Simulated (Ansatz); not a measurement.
Consider the ligand exchange at the Si–O bond: `[SiH3]O[Si]O[SiH3]` + `[SH][AlH][SH]` → `[SiH3][S][AlH][SH]` + `O[Si]O[SiH3]`.

Isolated molecules relaxed with PBE0-D4/def2-TZVP in Ansatz; ΔE leaves out vibrations. CCSD(T)/CBS is the MP2 limit (def2-TZVPP, def2-QZVPP) plus CCSD(T) − MP2 in def2-TZVPP, frozen cores. This one scheme is used for every species. Functionals use def2-TZVPP. HSE06 is defined as in plane-wave codes. Each species was taken in one conformer, which may not be the lowest.

| level | ΔE (kcal/mol) | difference from CCSD(T)/CBS |
| --- | --- | --- |
| PBE-D4 | 4.3 | -3.5 |
| BHLYP-D4 | 10.0 | 2.2 |
| PBE-QIDH | 6.9 | -0.9 |
| revPBE | 5.8 | -2.0 |
| HSE06 | 6.0 | -1.8 |
| LC-ωPBE | 7.3 | -0.5 |
| HF/def2-TZVPP | 14.0 | 6.2 |
| SCS-MP2/def2-TZVPP | 9.4 | 1.6 |
| CCSD(T)/def2-TZVPP | 8.5 | 0.7 |
| SCS-MP2/def2-QZVPP | 9.2 | 1.4 |
| CCSD(T)/CBS | 7.8 | 0 |

Q: What do rigid-rotor, harmonic-oscillator terms from PBE0-D4/def2-TZVP frequencies (298.15 K, 1 bar) make of the CCSD(T)/CBS value? (Best estimate.)

A: The calculation gave: ΔZPE = +1.6 kcal/mol, ΔH = +9.1 kcal/mol, ΔS = -5 J/(mol·K), ΔG = +9.4 kcal/mol. Modes under 50 cm⁻¹ make the entropy rough.

Largest T1 diagnostic among the species: 0.014.

The D4 term adds −1.4 kcal/mol with B3LYP and −0.8 kcal/mol with PBE0; it sums over pairs of atoms, weighted by their polarisabilities, and B3LYP, whose exchange is more repulsive, gets the larger term. From PBE to PBE0 (25 % exact exchange), in def2-TZVPP and without D4, ΔE moves by +0.9 kcal/mol.

B3LYP here is the variant with VWN-RPA as its local correlation; programs differ in this.
